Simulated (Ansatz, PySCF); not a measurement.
Spin gap between two states, R1 and P1; the higher of the two is an excited state, each structure at its B3LYP-D3(BJ)/def2-TZVP stationary point, reached from a drawn start (curvature not checked).
R1, SiH2 (SMILES [SiH2]) (charge 0, multiplicity 1, Z-matrix in Å and degrees):
```
Si
H 1 1.5233
H 1 1.5233 2 91.50
```
P1, SiH2 (SMILES [SiH2]) (charge 0, multiplicity 3):
```csv
atom,x (Å),y (Å),z (Å)
Si,0.0000,-0.5064,0.0000
H,1.2757,0.2532,0.0000
H,-1.2757,0.2532,0.0000
```

P less R. No zero-point or thermal terms; singlets are restricted closed shells; open shells are unrestricted.

Programs: Ansatz (Gaussian basis) for Hartree–Fock, density functionals and correlated methods; PySCF for the D3/D4 terms. Each number belongs to the level named beside it.

**Question.** One of these levels gives 4.44 kcal/mol for the spin gap. Name it.
(A) HF/cc-pV(D+d)Z
(B) HF/cc-pV(Q+d)Z
(C) revPBE-D3(BJ)/def2-TZVPP
(D) wB97X-V/def2-TZVPP

**Answer.** A, HF/cc-pV(D+d)Z. The others give 3.95 (HF/cc-pV(Q+d)Z), 15.59 (revPBE-D3(BJ)/def2-TZVPP), 21.68 (wB97X-V/def2-TZVPP)

Ansatz is a program for electronic structure.
